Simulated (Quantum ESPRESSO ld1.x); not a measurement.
The numbers below are computed, except where a source is named.
The run below uses ld1.x (Quantum ESPRESSO 7.5).

```
 &input
    atom='V',
    iswitch=1,
    rel=0,
    lsd=1,
    dft='PW',
    config='[Ne] 3s2 3p5.75 3d2 4f0.25 4s0 4p0',
    prefix='ld1',
    max_out_wfc=37,
    file_charge='ld1.rho',
 /
```

Command: `OMP_NUM_THREADS=1 ld1.x < ld1.in > ld1.out`

It prints (banner and zero overlaps left out):

```
     Program LD1 v.7.5 starts

     --------------------------- All-electron run ----------------------------

     atomic number is 23.00
     dft =PW   lsd =1 sic =0 latt =0  beta=0.20 tr2=1.0E-14
     Exchange-correlation= PW
                           (   1   4   0   0   0   0   0)
     mesh =1843 r(mesh) =  99.53465 a.u. xmin = -7.00 dx = 0.00800
     1 Ry =  13.60569312 eV

     n l     nl                  e(Ry)          e(Ha)          e(eV)
     1 0     1S 1( 1.00)      -393.3261      -196.6631     -5351.4744
     2 0     2S 1( 1.00)       -46.5372       -23.2686      -633.1711
     2 1     2P 1( 3.00)       -39.7717       -19.8858      -541.1214
     3 0     3S 1( 1.00)        -7.8486        -3.9243      -106.7862
     3 1     3P 1( 3.00)        -5.9868        -2.9934       -81.4544
     3 2     3D 1( 2.00)        -3.0460        -1.5230       -41.4423
     4 3     4F 1( 0.25)        -0.7513        -0.3756       -10.2214
     4 0     4S 1( 0.00)        -2.1690        -1.0845       -29.5110
     4 1     4P 1( 0.00)        -1.7300        -0.8650       -23.5377
     1 0     1S 2( 1.00)      -393.3181      -196.6590     -5351.3651
     2 0     2S 2( 1.00)       -46.4591       -23.2295      -632.1082
     2 1     2P 2( 3.00)       -39.7078       -19.8539      -540.2520
     3 0     3S 2( 1.00)        -7.6576        -3.8288      -104.1873
     3 1     3P 2( 2.75)        -5.8003        -2.9001       -78.9168
     3 2     3D 2( 0.00)        -2.8705        -1.4353       -39.0556
     4 3     4F 2( 0.00)        -0.7135        -0.3568        -9.7081
     4 0     4S 2( 0.00)        -2.0852        -1.0426       -28.3699
     4 1     4P 2( 0.00)        -1.6568        -0.8284       -22.5421

     final scf error:  7.0E-15 reached in  35 iterations

     Etot =   -1878.377774 Ry,    -939.188887 Ha,  -25556.631562 eV
     Total magnetization:    2.50 Bohr mag.

     Ekin =    1875.957301 Ry,     937.978651 Ha,   25523.699351 eV
     Encl =   -4402.326908 Ry,   -2201.163454 Ha,  -59896.708935 eV
     Eh   =     731.696404 Ry,     365.848202 Ha,    9955.236732 eV
     Exc  =     -83.704571 Ry,     -41.852286 Ha,   -1138.858711 eV

     normalization and overlap integrals

     s(1S/1S) =  1.000000  <r> =   0.0672  <r2> =    0.0061  r(max) =   0.0442
     s(2S/2S) =  1.000000  <r> =   0.3120  <r2> =    0.1150  r(max) =   0.2589
     s(2P/2P) =  1.000000  <r> =   0.2756  <r2> =    0.0936  r(max) =   0.2086
     s(3S/3S) =  1.000000  <r> =   0.9408  <r2> =    1.0179  r(max) =   0.8191
     s(3P/3P) =  1.000000  <r> =   0.9879  <r2> =    1.1421  r(max) =   0.8390
     s(3D/3D) =  1.000000  <r> =   1.1358  <r2> =    1.5923  r(max) =   0.8324
     s(4F/4F) =  1.000000  <r> =   4.7855  <r2> =   25.6684  r(max) =   4.2909
     s(4S/4S) =  1.000000  <r> =   2.4739  <r2> =    6.9054  r(max) =   2.2267
     s(4P/4P) =  1.000000  <r> =   2.8023  <r2> =    8.9023  r(max) =   2.5106
     s(1S/1S) =  1.000000  <r> =   0.0672  <r2> =    0.0061  r(max) =   0.0442
     s(2S/2S) =  1.000000  <r> =   0.3116  <r2> =    0.1147  r(max) =   0.2589
     s(2P/2P) =  1.000000  <r> =   0.2752  <r2> =    0.0933  r(max) =   0.2086
     s(3S/3S) =  1.000000  <r> =   0.9434  <r2> =    1.0241  r(max) =   0.8191
     s(3P/3P) =  1.000000  <r> =   0.9923  <r2> =    1.1535  r(max) =   0.8390
     s(3D/3D) =  1.000000  <r> =   1.1548  <r2> =    1.6528  r(max) =   0.8390
     s(4F/4F) =  1.000000  <r> =   4.9709  <r2> =   27.6924  r(max) =   4.4661
     s(4S/4S) =  1.000000  <r> =   2.5100  <r2> =    7.1082  r(max) =   2.2626
     s(4P/4P) =  1.000000  <r> =   2.8525  <r2> =    9.2228  r(max) =   2.5511

     ------------------------ End of All-electron run ------------------------
```

Run on one thread of a shared host, so times are rough (Intel(R) Xeon(R) Processor @ 2.60GHz): 0.46 s of CPU time, 1.1 s wall, 35 iterations on 1843 mesh points.
